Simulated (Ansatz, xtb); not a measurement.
# Two isomers of GaH5OSi

We compare X, `[SiH3][O][GaH2]`, a singlet, with Y, `[OH][GaH][SiH3]`, a singlet. Both are isolated molecules in the gas phase, relaxed with PBE0-D4/def2-SVP; the shapes shown needn't be the lowest conformers.

X (Å):

```xyz
8

Ga    1.0917   -1.3883    0.6092
O     0.5527    0.2485    0.1404
Si   -0.7521    1.0786   -0.4412
H    -1.9215    0.1686   -0.6729
H    -0.4045    1.7357   -1.7380
H    -1.1640    2.1340    0.5339
H     2.5642   -1.4479    1.1142
H     0.0335   -2.5292    0.4544
```

Y (Å):

```xyz
8

Ga   -0.4275   -0.7656   -1.3479
O    -1.3230   -2.3139   -1.2615
Si    1.7341   -0.8310   -0.3070
H    -2.1927   -2.3064   -1.6744
H    -1.1587    0.4205   -2.0826
H     2.0276   -2.1756    0.2739
H     2.7973   -0.4982   -1.3080
H     1.8102    0.1907    0.7854
```

Quicker runs give these differences E(Y) − E(X): GFN2-xTB +1.031 eV; HF/STO-3G +1.041 eV (at GFN2-xTB geometries); r2SCAN-D4/def2-SVP +0.916 eV (at GFN2-xTB geometries).

Estimate E(Y) − E(X) at the level CCSD(T)/def2-TZVP.

Calculated at CCSD(T)/def2-TZVP: E(Y) − E(X) = +0.890 eV, so structure X lies lower.

How the difference moves with the method:

```
             level          geometry  E(Y) − E(X) (eV)  departure from the last row (eV)  job, with rough time for the two
          GFN2-xTB          GFN2-xTB              +1.031                            +0.141             optimisation, 0.087 s
         HF/STO-3G          GFN2-xTB              +1.041                            +0.151              single point, 0.18 s
r2SCAN-D4/def2-SVP          GFN2-xTB              +0.916                            +0.026               single point, 1.1 s
  PBE0-D4/def2-SVP  PBE0-D4/def2-SVP              +0.621                            −0.270                optimisation, 38 s
      HF/def2-TZVP  PBE0-D4/def2-SVP              +1.160                            +0.270           part of the CCSD(T) run
     MP2/def2-TZVP  PBE0-D4/def2-SVP              +0.962                            +0.072           part of the CCSD(T) run
 CCSD(T)/def2-TZVP  PBE0-D4/def2-SVP              +0.890                                                  single point, 17 s
```

As drawn, Y has 1 Ga–Si, 1 O–H in place of 1 O–Si, 1 Ga–H.

None of the levels shown reverses the order. The largest departure from CCSD(T)/def2-TZVP is that of HF/def2-TZVP, 0.270 eV.

With harmonic frequencies from PBE0-D4/def2-SVP (ideal gas, rigid rotor, one conformer each, 298.15 K, 1 atm): on the last row, ΔE + ΔZPE = +0.946 eV. A mode under 50 cm⁻¹ makes harmonic enthalpies and free energies unreliable, so none is given.

The correlated steps freeze 15 core orbitals; the filled d shell of Ga is correlated, in a basis made for valence electrons. Programs: Ansatz 0.2.0, xtb 6.7.1; the last row on 2 threads of AMD EPYC 9B45 (Zen 5) on a shared host.
